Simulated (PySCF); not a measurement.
2-propanesulfonic acid, C3H8O3S.
SMILES: `CC(C)S(=O)(=O)O`

Torsions of this conformer, `[CH3:1][CH:2]([CH3:3])[S:4](=[O:5])(=[O:6])[OH:7]`: C1–C2–S4–O5 -173°, H–O7–S4–C2 -124°.

The closed-shell ground state was solved at several levels (PySCF, density fitting, gas phase, non-relativistic). One conformer (not necessarily the lowest) at the GFN2-xTB geometry, without solvent, vibrations or thermal averaging.

| level | basis functions | total energy (Eh) | HOMO (eV) | LUMO (eV) | gap (eV) | dipole (D) |
| --- | --- | --- | --- | --- | --- | --- |
| PBE0/pcSseg-1 | 166 | -742.3718 | -8.83 | 0.79 | 9.62 | 3.63 |
| CAM-B3LYP/def2-SVPD | 220 | -742.4570 | -10.43 | 0.61 | 11.04 | 3.84 |

Task: What might PBE0/def2-SVPD (220 basis functions) give for the same quantities?

Result: Total energy -742.0787 Eh, HOMO -8.96 eV, LUMO 0.02 eV, gap 8.98 eV, dipole 3.73 D.

Task: Over all these levels, which gives the widest orbital gap and which the narrowest?

Result: CAM-B3LYP/def2-SVPD (range-separated hybrid) has the widest, 11.04 eV, and PBE0/def2-SVPD (global hybrid, 25 % exact exchange) the narrowest, 8.98 eV. The two share the basis. From the narrowest to the widest the HOMO moves by -1.47 eV and the LUMO by +0.59 eV.

Task: How far do the dipole and the HOMO energy spread over the levels?

Result: The dipole runs from 3.63 to 3.84 D (mean 3.73 D) and the HOMO from -10.43 to -8.83 eV.
